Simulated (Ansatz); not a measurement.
Breaking the Ga1–F4 bond in FGaH2 (SMILES [F][GaH2]) (multiplicity 1 held, fragments rigid). Energies count from the point at 1.770 Å.
Geometry at that point (charge 0, multiplicity 1):
```tsv
atom	x (Å)	y (Å)	z (Å)
Ga	-0.1531	-0.2983	0.0991
H	0.6238	-1.0578	1.2132
H	-1.4763	-0.6025	-0.6615
F	0.6222	1.2119	-0.4027
```

Signs of static correlation in cc-pVTZ, from Ansatz (a quantum-chemistry and plane-wave program) runs.

| R (Å) | T1 of restricted CCSD | ⟨S²⟩ of UHF | largest double amplitude of restricted CCSD |
|---|---|---|---|
| 1.416 | 0.011 | 0.000 | 0.032 |
| 1.593 | 0.012 | 0.000 | 0.032 |
| 1.770 | 0.014 | 0.000 | 0.036 |
| 1.947 | 0.016 | 0.000 | 0.039 |
| 2.124 | 0.018 | 0.000 | 0.037 |
| 2.390 | 0.022 | 0.000 | ? |
| 2.655 | 0.029 | 0.000 | 0.074 |
| 3.098 | 0.046 | 0.867 | 0.112 |
| 3.540 | ? | 0.968 | 0.179 |
| 4.071 | 0.145 | 0.998 | 0.389 |
| 4.779 | 0.096 | 1.006 | 0.055 |
| 5.665 | 0.385 | 1.008 | 2.066 |

Question: Complete the blanks.

Answer: 
- 2.390, largest double amplitude of restricted CCSD: 0.054
- 3.540, T1 of restricted CCSD: 0.077

Doubts at one or more of the structures used: a restricted determinant that unrestricted orbitals would lower (R-CCSD(T)/cc-pVTZ); T1 above 0.05 (R-CCSD(T)/cc-pVTZ, U-CCSD(T)/cc-pVTZ); other coupled-cluster roots lie near (R-CCSD(T)/cc-pVTZ); a spin-contaminated determinant (U-CCSD(T)/cc-pVTZ).
